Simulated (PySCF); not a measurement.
A PySCF run on As2

State: ¹Σg⁺ (singlet), closed shell.

An equivalent input (the run itself took its basis sets from the Basis Set Exchange, started from a PBE0 density and held the occupation σ 9α 9β, πx 5α 5β, πy 5α 5β, δx 2α 2β, δy 2α 2β):

```python
from pyscf import gto, dft
mol = gto.M(atom='As 0 0 0; As 0 0 2.088', basis={'As': 'cc-pVTZ-PP'}, ecp={'As': 'cc-pVTZ-PP'},
            charge=0, spin=0, verbose=4, symmetry='C2v')
mf = dft.UKS(mol, xc='PBE0')
mf.grids.atom_grid = (80, 434)
mf.grids.prune = dft.gen_grid.treutler_prune
mf.irrep_nelec = {'A1': (11, 11), 'A2': (2, 2), 'B1': (5, 5), 'B2': (5, 5)}
mf.conv_tol = 1e-9
mf.max_cycle = 60
mf.diis_space = 10
mf.kernel()
```

The log (some set-up lines and the per-cycle HOMO/LUMO lines removed):

```
******** <class 'pyscf.dft.uks_symm.SymAdaptedUKS'> ********
method = SymAdaptedUKS
damping factor = 0
level_shift factor = 0
DIIS = <class 'pyscf.scf.diis.CDIIS'>
diis_start_cycle = 1
diis_space = 10
diis_damp = 0
SCF conv_tol = 1e-09
SCF conv_tol_grad = None
SCF max_cycles = 60
number electrons alpha = 23  beta = 23
Set gradient conv threshold to 3.16228e-05
init E= -664.872747663437
cycle= 1 E= -664.903702205385  delta_E= -0.031  |g|= 0.0261  |ddm|= 0.115
cycle= 2 E= -664.903844690804  delta_E= -0.000142  |g|= 0.0249  |ddm|= 0.0987
cycle= 3 E= -664.904192794997  delta_E= -0.000348  |g|= 0.00808  |ddm|= 0.0404
cycle= 4 E= -664.904230982454  delta_E= -3.82e-05  |g|= 0.00363  |ddm|= 0.0155
cycle= 5 E= -664.904240446656  delta_E= -9.46e-06  |g|= 0.000246  |ddm|= 0.00499
cycle= 6 E= -664.90424047002  delta_E= -2.34e-08  |g|= 3.48e-05  |ddm|= 0.000501
cycle= 7 E= -664.904240470483  delta_E= -4.63e-10  |g|= 2.28e-06  |ddm|= 7.26e-05
Extra cycle  E= -664.904240470486  delta_E= -2.96e-12  |g|= 1.5e-06  |ddm|= 8.23e-06
converged SCF energy = -664.904240470486  <S^2> = -2.8421709e-14  2S+1 = 1
```

Repeating this along the bond gives Re = 2.087 Å and ωe = 462 cm⁻¹.

A point of this curve took 3.2 CPU seconds beside 2.2 for the integrals, on Intel Xeon Platinum 8375C @ 2.90GHz (shared host).
